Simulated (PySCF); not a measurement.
Isomers of C7H7ClO. The calculation used TDDFT PBE0/def2-SVPD, vertical, gas phase, core orbitals frozen in the response (PySCF). Geometries: GFN2-xTB; one conformer of each isolated species. Triplets are in the Tamm–Dancoff approximation.

A. `COC1=CC=C/C1=C\Cl`
B. `C#C[C@@H]1[C@@H]2O[C@@H]2C[C@@H]1Cl`
C. `OCc1ccc(Cl)cc1`

Lowest singlet levels (six at most, fewer where fewer were computed) with oscillator strengths:

1. 5.24 eV (f 0.004); 5.77 eV (f 0.191); 6.20 eV (f 0.004); 6.35 eV (f 0.016); 6.42 eV (f 0.005); 6.70 eV (f 0.264); T1 3.96 eV
2. 6.49 eV (f 0.000); 6.71 eV (f 0.002); 6.76 eV (f 0.005); 6.84 eV (f 0.001); 7.02 eV (f 0.006); 7.13 eV (f 0.001); T1 5.34 eV
3. 2.81 eV (f 0.021); 4.98 eV (f 0.443); 5.62 eV (f 0.005); 5.71 eV (f 0.001); 5.71 eV (f 0.000); 6.10 eV (f 0.003); T1 1.88 eV

Problem. Match each spectrum to its molecule.

Solution. 1 = C, 2 = B, 3 = A.
- A: S1 at 2.81 eV, HOMO→LUMO (99%); Löwdin shares by element: HOMO carbon 59% or more, oxygen 14% (atoms not listed hold the other 26%); LUMO carbon 64% or more (atoms not listed hold the other 36%); HOMO -5.90 and LUMO -2.01 eV; point group Cs, 1 of its 6 listed states under f = 0.0005.
- B: S1 at 6.49 eV, HOMO→LUMO (41%), HOMO→LUMO+1 (24%), HOMO-1→LUMO+2 (8%); Löwdin shares by element: HOMO carbon 29% or more, oxygen 24%, chlorine 19% (atoms not listed hold the other 28%); LUMO hydrogen 24% or more, chlorine 11%, carbon 9% or more (atoms not listed hold the other 56%); HOMO -7.46 and LUMO 0.39 eV.
- C: S1 at 5.24 eV, HOMO→LUMO+1 (70%), HOMO-1→LUMO (29%); Löwdin shares by element: HOMO carbon 45% or more, chlorine 23% (atoms not listed hold the other 32%); LUMO carbon 61% or more (atoms not listed hold the other 39%); HOMO -7.25 and LUMO -0.81 eV.
